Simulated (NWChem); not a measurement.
Molecule: C$_{5}$H$_{3}$N; SMILES C#C/C=C/C#N

Computed with NWChem. The geometry was optimised at PBE-D3(BJ)/def2-SVP. Level: M06-2X/def2-SVP with SMD (1 M gas to 1 M solution), gas-phase geometry.

Question: Order these by “dipole in solution (D)”, lowest first: water; benzene; diethyl ether; tetrahydrofuran.

Answer: benzene (4.60), diethyl ether (4.87), tetrahydrofuran (5.01), water (5.19)
